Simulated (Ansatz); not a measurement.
Geometry optimisation, Ansatz, RKS PBE-D4/def2-SVP.

Input:

```yaml
crystal:
  periodic: [false, false, false]
  atoms:
    - { symbol: Zr, position_ang: [0.176988, -0.47837, -0.746021] }
    - { symbol: O, position_ang: [-0.859675, -0.007825, 2.308809] }
    - { symbol: H, position_ang: [-1.424035, -0.706997, 2.716639] }
    - { symbol: F, position_ang: [0.950988, -0.318982, -2.485949] }
    - { symbol: "N", position_ang: [-0.318301, 1.399492, -0.228837] }
    - { symbol: H, position_ang: [-0.245877, 2.29799, -0.750021] }
    - { symbol: H, position_ang: [-0.806741, 1.505416, 0.684023] }
    - { symbol: F, position_ang: [-1.299946, -1.726291, -0.705935] }
    - { symbol: S, position_ang: [1.833149, -1.406192, 0.949995] }
    - { symbol: H, position_ang: [1.268444, -2.678267, 0.871516] }
    - { symbol: H, position_ang: [0.073804, -0.320574, 2.525681] }
basis:
  gaussian: { orbitals: def2-SVP }
hamiltonian:
  xc: pbe
  dispersion: d4
relax:
  f_tol: 0.03
  max_steps: 50
```

Launched with:

```bash
$ ansatz run input.yaml --threads 4 --pin off --max-ram 5120MiB --backend cpu --events-out ev --progress --plain --runs-dir out
```

Question: Where does it end, and by what steps?

Answer: The forces met the threshold. After 11 steps the energy has fallen by 0.460 eV; H3 moved furthest, 0.74 Å. Joined: Zr1–O2 (3.26 → 2.43 Å).

| step | energy less start (eV) | largest force component (eV/Å) | accepted |
| --- | --- | --- | --- |
| 0 | 0.0000 | 0.943 | yes |
| 1 | -0.1309 | 0.489 | yes |
| 2 | -0.2135 | 0.585 | yes |
| 3 | -0.3245 | 0.850 | yes |
| 4 | -0.3845 | 0.806 | yes |
| 5 | -0.4134 | 0.566 | yes |
| 6 | -0.4432 | 0.503 | yes |
| 7 | -0.4481 | 0.458 | yes |
| 8 | -0.4570 | 0.206 | yes |
| 9 | -0.4587 | 0.093 | yes |
| 10 | -0.4596 | 0.045 | yes |
| 11 | -0.4598 | 0.014 | yes |

```xyz
11
Properties=species:S:1:pos:R:3
Zr -0.030 -0.445 -0.292
O -0.863 -0.283 1.981
H -1.542 -0.985 2.046
F 0.574 -0.616 -2.105
N -0.228 1.565 -0.146
H 0.084 2.244 -0.852
H -0.771 2.052 0.576
F -1.568 -1.637 -0.221
S 1.968 -1.182 1.065
H 1.776 -2.484 0.695
H -0.051 -0.668 2.394
```

Whether the end is a true minimum wasn't checked by a vibrational analysis.

The run took 26 s on 4 threads of Arm Neoverse V1, on a shared host, peak memory 0.2 GiB.
